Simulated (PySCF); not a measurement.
Electronic structure of N (nitrogen, neutral) at the UHF level

Configuration: [He] 2s2 2p3, high-spin 4S determinant. Computed with PySCF 2.14 in dyall-av2z, with no relativity, point nucleus.

| Property | Result |
| --- | --- |
| Total energy | -54.402709 hartree |
| One-electron energy | -73.9515 hartree |
| Hartree (Coulomb) energy | 26.1548 hartree |
| Exchange energy | -6.6060 hartree |
| Kinetic energy | 54.40015 hartree |
| ⟨S²⟩ | 3.7578 |
| ⟨L²⟩ | 0.000 |
| Sum of ⟨r⟩ | 7.350 bohr |
| Sum of ⟨r²⟩ | 12.09 bohr² |
| Density at the nucleus (Gaussians lack the cusp) | 198 bohr⁻³ |
| Spin density at the nucleus | 0.182 bohr⁻³ |
| Langevin diamagnetic susceptibility | -9.58 ×10⁻⁶ cm³/mol |

| shell | electrons | mean orbital energy (hartree) | rms radius, mean of both spins (bohr) |
| --- | --- | --- | --- |
| 1s α | 1 | -15.67077 | 0.265 |
| 1s β | 1 | -15.58114 | 0.265 |
| 2s α | 1 | -1.16313 | 1.48 |
| 2s β | 1 | -0.72609 | 1.48 |
| 2p α | 3 | -0.57094 | 1.59 |

Spin-orbit constants ζ (cm⁻¹) from the X2C one-electron operator on these orbitals (non-relativistic here): bare nucleus, nucleus screened by l(l+1)(2l+1)/3 electrons, and screened by the Breit-Pauli mean field of the electrons.

```json
{"shell": "2p", "bare": "126.7", "screened nucleus": "90.52", "mean field": "75.20"}
```
